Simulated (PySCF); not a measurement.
Predicted microwave data (PBE0-D3(BJ)/def2-SVP geometry optimisation, gas phase (PySCF)) for one isomer of C5H4ClNO:

| Property | Result |
| --- | --- |
| Rotational constants | A = 3229, B = 1601, C = 1070 MHz |
| Dipole components | \|μa\| = 3.15 D, \|μb\| = 2.74 D, \|μc\| = 0.00 D |
| Inertial defect | 0.00 u·Å² |
| κ | -0.51 |

Problem. Which structure is it? (One computed conformer of each.)
A. `[OH:1][c:2]1[cH:3][cH:4][cH:5][c:6]([Cl:7])[n:8]1` with H–O1–C2–C3 180°
B. 2-chloropyridine-N-oxide, `[O-][n+]1ccccc1Cl`
C. `[OH:1][c:2]1[cH:3][cH:4][c:5]([Cl:6])[cH:7][n:8]1` with H–O1–C2–C3 180° (5-chloro-2-hydroxypyridine)

Solution. B. It is [O-][n+]1ccccc1Cl, an asymmetric top, point group Cs. The candidates at the same level (rigid rotor, commonest isotopes):

```tsv
SMILES	A (MHz)	B (MHz)	C (MHz)	μa (D)	μb (D)	μc (D)	Δ (u·Å²)	point group	rotor
[O-][n+]1ccccc1Cl	3229	1601	1070	3.15	2.74	0.00	0.00	Cs	asymmetric top
Oc1cccc(Cl)n1	3429	1289	936.9	1.07	1.25	0.00	0.00	Cs	asymmetric top
Oc1ccc(Cl)cn1	5815	1007	858.6	0.62	0.46	0.00	0.00	Cs	near-prolate asymmetric top
```

`Oc1ccc(Cl)cn1` has A 80 % too high; `Oc1cccc(Cl)n1` has B 19 % too low. In the right answer the mirror of this Cs structure is the ab plane, so μc vanishes by symmetry. No structure here is proved a minimum.
